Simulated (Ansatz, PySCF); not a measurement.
Reaction (SMILES): OB(O)O[Si](O)(O)O + 2 B (BH3) + O (H2O) + 3 [SiH4] (SiH4) -> 3 BO (H3BO) + 4 O[SiH3]
Structures are relaxed separately at B3LYP-D3(BJ)/def2-TZVP in Ansatz (a quantum-chemistry and plane-wave program), one conformer each, not searched for the lowest. Frequencies are from Ansatz or PySCF.
Geometry of the first species:
SMILES: OB(O)O[Si](O)(O)O
```xyz
13

O     -1.8848    -0.6501     0.9789
B     -1.7122     0.1975    -0.1062
O     -2.7374     0.8332    -0.7531
O     -0.4533     0.4007    -0.5600
Si     1.0429    -0.0491    -0.0345
O      0.9139    -1.4211     0.8315
O      2.0201    -0.2442    -1.3246
O      1.6967     1.1267     0.8835
H     -2.7837    -0.7704     1.2934
H     -3.6208     0.6663    -0.4171
H      0.0567    -1.5507     1.2545
H      1.7650    -0.8790    -1.9979
H      2.1011     1.8712     0.4318
```
Charge 0, spin multiplicity 1.

Wanted: bond separation energy (0 K, with B3LYP-D3(BJ) harmonic zero-point energies), in kcal/mol. Valence correlation only, unless marked. Spin-orbit coupling is left out. No relativistic terms. Basis-set limits of correlation are two-point, X^-3; Hartree-Fock from the larger set.

CCSD(T)/CBS(cc-pV(T+d)Z,cc-pV(Q+d)Z) (Ansatz) gives 19.9 kcal/mol.

Problem. Another calculation gave 14.5 kcal/mol. Which level was it?
(A) B3LYP/def2-TZVPD (Ansatz)
(B) PBE0/def2-TZVPD (Ansatz)
(C) revPBE/def2-TZVPD (Ansatz)
(D) PBE-QIDH/def2-TZVPD (Ansatz)

Solution. A, B3LYP/def2-TZVPD (Ansatz). The others give 20.2 (PBE-QIDH), 10.7 (revPBE), 17.1 (PBE0) kcal/mol.
